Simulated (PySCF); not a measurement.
Compound: C₅H₉Si (doublet state).
SMILES with atom numbers: `[CH3:1][Si@@H:2]1[CH:3]=[CH:4][CH:5][CH2:6]1` (hydrogens: H7, H8, H9 on C1; H10 on Si2; H11 on C3; H12 on C4; H13 on C5; H14, H15 on C6)

Geometry (GFN2-xTB, Å), atoms numbered from 1 in this order:
```
atom  x, y, z in Å
C1     2.2488   -0.2875    0.2591
Si2    0.6616    0.5049   -0.4284
C3    -0.5161    1.2226    0.8251
C4    -1.7284    0.5460    0.7839
C5    -1.8392   -0.4884   -0.1084
C6    -0.6513   -0.7927   -0.9501
H7     2.8050   -0.7885   -0.5273
H8     2.0324   -1.0179    1.0333
H9     2.8984    0.4682    0.6882
H10    1.0060    1.4165   -1.5343
H11   -0.3673    2.0456    1.5034
H12   -2.5530    0.8161    1.4301
H13   -2.7399   -1.0748   -0.2071
H14   -0.9237   -0.7362   -2.0053
H15   -0.3376   -1.8259   -0.7841
```

Computed, not measured: PySCF 2.14.0, UKS B3LYP, pcH-1 on C H Si, non-relativistic, mean-field spin-orbit, GIAO. Geometry: GFN2-xTB; no solvent, vibrations or thermal averaging. The geometry wasn't refined by DFT: couplings that depend on bond lengths, twists or pyramidal angles can differ widely from those at the functional's own minimum. Stability of the SCF solution: not tested. ⟨S²⟩ is 0.773 where a pure state has 0.75.

Principal values of hyperfine tensors in MHz (contact, dipolar and spin–orbit terms together), for some of the nuclei:

| atom | isotope | A1 | A2 | A3 |
| --- | --- | --- | --- | --- |
| H15 | 1H | 49.94 | 51.48 | 59.40 |
| C5 | 13C | 2.84 | 4.59 | 151.63 |
| H14 | 1H | 48.89 | 50.53 | 58.44 |
| C4 | 13C | -69.44 | -33.11 | -28.88 |
| H13 | 1H | -64.37 | -40.89 | -15.53 |
| H11 | 1H | -62.95 | -39.05 | -14.70 |
| H10 | 1H | 32.94 | 33.38 | 38.31 |
| Si2 | 29Si | 26.45 | 28.03 | 31.23 |

Q: Split each tensor into its isotropic and traceless parts, and turn a_iso into mT with g = 2.0026.

A: a_iso = (A1 + A2 + A3)/3, Ti = Ai − a_iso; 1 mT corresponds to 28.029 MHz. The tensors hold a spin–orbit part: the run splits a_iso into a_FC + a_SO, and T includes its anisotropic share.

| atom | a_iso (MHz) | a_FC | a_SO | a_iso (mT) | T1 | T2 | T3 |
| --- | --- | --- | --- | --- | --- | --- | --- |
| H15 | 53.61 | 53.61 | 0.00 | 1.913 | -3.66 | -2.13 | 5.79 |
| C5 | 53.02 | 53.09 | -0.06 | 1.892 | -50.18 | -48.43 | 98.61 |
| H14 | 52.62 | 52.62 | 0.00 | 1.877 | -3.73 | -2.09 | 5.82 |
| C4 | -43.81 | -43.83 | 0.02 | -1.563 | -25.63 | 10.70 | 14.93 |
| H13 | -40.26 | -40.27 | 0.01 | -1.436 | -24.11 | -0.63 | 24.73 |
| H11 | -38.90 | -38.91 | 0.01 | -1.388 | -24.05 | -0.15 | 24.20 |
| H10 | 34.88 | 34.88 | 0.00 | 1.244 | -1.94 | -1.49 | 3.43 |
| Si2 | 28.57 | 28.61 | -0.04 | 1.019 | -2.12 | -0.54 | 2.66 |

Q: What spin density at the nucleus of Si2 lies behind its contact coupling (g_N = -1.11058)?

A: a_FC = 800.24 MHz bohr³ × g_N × ρ(0)/(2S). With a_FC = 28.61 MHz and 2S = 1, ρ(0) = -0.03219 bohr⁻³. The nuclear moment is negative, so coupling and spin density have opposite signs.

Q: C3 (13C, g_N = 1.40482) isn't in the table. Its spin density at the nucleus is 0.04597 bohr⁻³. What is its contact coupling?

A: By the same relation, a_FC = 51.7 MHz. The spin–orbit term adds -0.07 MHz. Its full tensor has the principal values 3.04, 4.42, 147.36 MHz.

Q: Which nucleus of the table has the largest anisotropic coupling, and what is its form?

A: C5: -50.2, -48.4, 98.6 MHz, axial, in the ratio −1:−1:+2, the form that spin in one p orbital centred on that nucleus gives.

Q: What first-order splitting does H14 cause when the field lies along A1, A2 or A3 of its tensor (g taken as isotropic, no quadrupole term)?

A: 2 lines (I = 1/2), spaced by |A_i|/(g × 13.996): 1.74, 1.80, 2.09 mT along the axes of A1, A2 and A3.
